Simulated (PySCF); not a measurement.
Species: C₅H₁₂OSi.
InChI=1S/C5H12OSi/c6-7-5-3-1-2-4-5/h5-6H,1-4,7H2

The closed-shell ground state was solved at several levels (PySCF, density fitting, gas phase, non-relativistic). The structure is a single PBE0-D3(BJ)/def2-SVP conformer in the gas phase; no vibrational or solvent corrections.

| level | basis functions | HOMO (eV) | LUMO (eV) | gap (eV) | dipole (D) |
| --- | --- | --- | --- | --- | --- |
| PBE0/pcSseg-1 | 186 | -7.79 | 0.71 | 8.50 | 1.87 |
| mPW1PW91/pcSseg-1 | 186 | -7.83 | 0.72 | 8.55 | 1.87 |

Question: What might PBE0/def2-SVPD (243 basis functions) give for the same quantities?

Answer: HOMO -7.78 eV, LUMO 0.14 eV, gap 7.92 eV, dipole 1.84 D.

Question: Over all these levels, which gives the widest orbital gap and which the narrowest?

Answer: mPW1PW91/pcSseg-1 (global hybrid, 25 % exact exchange) has the widest, 8.55 eV, and PBE0/def2-SVPD (global hybrid, 25 % exact exchange) the narrowest, 7.92 eV. Functional and basis both differ between the two, so the spread mixes both effects.

Question: How far do the dipole and the HOMO energy spread over the levels?

Answer: The dipole runs from 1.84 to 1.87 D (mean 1.86 D) and the HOMO from -7.83 to -7.78 eV.
